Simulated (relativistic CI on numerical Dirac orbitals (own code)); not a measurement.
## Radial parameters of La40+

Computed by Dirac-Coulomb-Breit CI, orbitals from a KLI potential per configuration, model QED, unscaled Slater integrals (own radial code, finite nucleus).

Slater integrals F^k, G^k are unscaled and averaged over j, outside the closed core [Ne]; ζ comes from projecting the Hamiltonian with its Breit term on Σ l·s of the shell.

- 3s2.3p5: ζ(3p) = 541730 cm⁻¹; <r>(3p) = 0.2534, <r^2>(3p) = 0.07416 (bohr units).
- 3s2.3p4.3d: F^2(3p,3p) = 389000, ζ(3p) = 541110, F^2(3p,3d) = 391470, G^1(3p,3d) = 410780, G^3(3p,3d) = 276550, ζ(3d) = 73025 cm⁻¹; <r>(3p) = 0.2536, <r^2>(3p) = 0.07429, <r>(3d) = 0.2245, <r^2>(3d) = 0.05821 (bohr units).
- 3s.3p5.3d: G^1(3s,3p) = 491680, ζ(3p) = 540930, G^2(3s,3d) = 308580, F^2(3p,3d) = 391230, G^1(3p,3d) = 410670, G^3(3p,3d) = 276440, ζ(3d) = 73418 cm⁻¹; <r>(3s) = 0.2608, <r^2>(3s) = 0.0775, <r>(3p) = 0.2538, <r^2>(3p) = 0.07438, <r>(3d) = 0.2247, <r^2>(3d) = 0.05831 (bohr units).

Averages of the first 10 configurations, taken without configuration mixing, which lowers the lowest level and can move excited configurations by several eV; other configurations of the list can lie among them:

```json
{"Configuration": "3s2.3p5", "Parity": "odd", "States": "6", "Average energy above the lowest level (eV)": "42.1"}
{"Configuration": "3s.3p6", "Parity": "even", "States": "2", "Average energy above the lowest level (eV)": "255.0"}
{"Configuration": "3s2.3p4.3d", "Parity": "even", "States": "150", "Average energy above the lowest level (eV)": "267.4"}
{"Configuration": "3s.3p5.3d", "Parity": "odd", "States": "120", "Average energy above the lowest level (eV)": "473.0"}
{"Configuration": "3p6.3d", "Parity": "even", "States": "10", "Average energy above the lowest level (eV)": "695.5"}
{"Configuration": "3s.3p4.3d2", "Parity": "even", "States": "1350", "Average energy above the lowest level (eV)": "697.5"}
{"Configuration": "3s2.3p3.3d.4p", "Parity": "even", "States": "1200", "Average energy above the lowest level (eV)": "1713.1"}
{"Configuration": "3p6.4s", "Parity": "even", "States": "2", "Average energy above the lowest level (eV)": "1840.6"}
{"Configuration": "3s.3p4.3d.4s", "Parity": "even", "States": "600", "Average energy above the lowest level (eV)": "1833.0"}
{"Configuration": "3s2.3p4.4s", "Parity": "even", "States": "30", "Average energy above the lowest level (eV)": "1409.9"}
```
